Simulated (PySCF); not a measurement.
Gas-phase reaction: HfF4 + 4 Cl2 → HfCl4 + 4 ClF

Computed with PySCF and rigid-rotor harmonic-oscillator thermochemistry at 1 bar. † marks an energy on the PBE0/def2-TZVP geometry and frequencies; other levels use their own. MP2 and CCSD(T) freeze the core. All species are closed-shell singlets. Hf: scalar-relativistic def2 core potential, no spin-orbit coupling. MP2 isn't extrapolated to the basis-set limit. CCSD(T) isn't extrapolated to the basis-set limit.

```tsv
level	ΔH°(298 K), kJ
CCSD(T)/def2-SVP†	___
CCSD(T)/def2-TZVPP†	565
HF/def2-TZVP†	567
M06-2X/def2-TZVP†	___
MP2/def2-SVP†	572
MP2/def2-TZVPP†	581
PBE/def2-SVP	___
PBE0/def2-TZVP	567
r2SCAN/def2-TZVP†	___
LDA/def2-TZVP†	566
```

Problem. Fill in the missing entries.

Solution. 
- CCSD(T)/def2-SVP†, ΔH°(298 K), kJ: 561
- M06-2X/def2-TZVP†, ΔH°(298 K), kJ: 548
- PBE/def2-SVP, ΔH°(298 K), kJ: 574
- r2SCAN/def2-TZVP†, ΔH°(298 K), kJ: 566
